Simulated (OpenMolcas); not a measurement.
Ne5+: effect of the basis set

```json
{
 "Program": "OpenMolcas 26.06",
 "Method": "SS-CASPT2, IPEA 0.25 Eh, imaginary shift 0.1 Eh (closed shells correlated: 1s)",
 "Active space": "3 electrons in 4 orbitals (2s 2p)",
 "State averaging": "2S+1 = 4 odd, 1 root; 2S+1 = 2 odd, 8 roots (3 in the spin-orbit step); 2S+1 = 4 even, 3 roots; 2S+1 = 2 even, 9 roots",
 "Spin-orbit coupling": "RASSI with atomic mean-field integrals over the reference wave functions, term energies averaged over their components"
}
```

A. ANO-RCC-VDZP [3s2p1d], DKH2, point nucleus; CASPT2 step roughly 2.4 core-seconds
B. ANO-RCC-VTZP [4s3p2d1f], DKH2, point nucleus; CASPT2 step roughly 1.6 core-seconds
C. ANO-R2 [4s4p2d1f], X2C, finite nucleus; CASPT2 step roughly 3 core-seconds
D. ANO-R3 [4s4p2d1f], X2C, finite nucleus; CASPT2 step roughly 1.4 core-seconds
E. ANO-RCC-VQZP [5s4p3d2f1g], DKH2, point nucleus; CASPT2 step roughly 1.5 core-seconds

Energies in cm⁻¹ above 2s² 2p ²P°_1/2, the measured ground level; measured values from NIST levels in Podobedova, Fuhr, Reader and Wiese, J. Phys. Chem. Ref. Data 33, 525 (2004).

```csv
Level,A,B,C,D,E,Measured
2s² 2p ²P°_1/2,0.0,0.0,0.0,0.0,0.0,0.0
2s² 2p ²P°_3/2,1197,1241,1208,1208,1213,1310
2s 2p² ⁴P_1/2,98900,99400,98750,98750,99320,
2s 2p² ⁴P_3/2,99330,99850,99180,99180,99750,
2s 2p² ⁴P_5/2,100020,100580,99890,99890,100460,
2s 2p² ²D_3/2,181760,179640,179410,179410,179050,179021
2s 2p² ²D_5/2,181760,179650,179420,179420,179060,178992
2s 2p² ²S_1/2,234590,231780,231750,231750,231020,230853
2s 2p² ²P_1/2,255030,251080,251230,251230,250340,249292
2s 2p² ²P_3/2,255850,251930,252060,252060,251180,250112
```

Deviations, from unrounded energies. A percentage is the sum of absolute deviations over the sum of measured energies, with the sign that they share, or ± where signs differ.

```json
{"Against measurement": "mean absolute deviation (cm-1)", "Levels": "6", "A": "3500", "B": "980", "C": "950", "D": "950", "E": "410"}
{"Against measurement": "fine structure of the ground term (%)", "Levels": "1", "A": "-8.6", "B": "-5.3", "C": "-7.8", "D": "-7.8", "E": "-7.4"}
{"Against measurement": "other configurations (%)", "Levels": "5", "A": "+1.9", "B": "+0.5", "C": "+0.5", "D": "+0.5", "E": "+0.2"}
```

E lies closest to measurement on these levels and A furthest from it. The largest miss of E in the table is 2s 2p² ²P_3/2, by +1100 cm-1. The ranking rests on the paired levels alone, and a cruder setting can come out closer through cancelling errors.

Among A to E the level of the table that moves most is 2s 2p² ²P_1/2, by 4700 cm-1 (lowest in E, highest in A). Moves below CASPT2's spread within the term are not significant.

CASPT2 does not keep the components of a term degenerate, so their means are used; among the terms shown or strongly mixed into the levels shown the widest spread is 73 cm-1 (2s 2p² ²D, A). The basis is small and was not contracted for so high a charge (holds for A). Computed and measured levels are paired by configuration, term and J; levels that our copy of the source lacks, or whose pairing is in doubt (as where it misses far off the trend of its configuration), stay unpaired and out of the deviations. Levels of configurations outside the active space are missing. The table leaves out levels that lie high or whose names do not pair safely across all columns.

° marks odd parity.
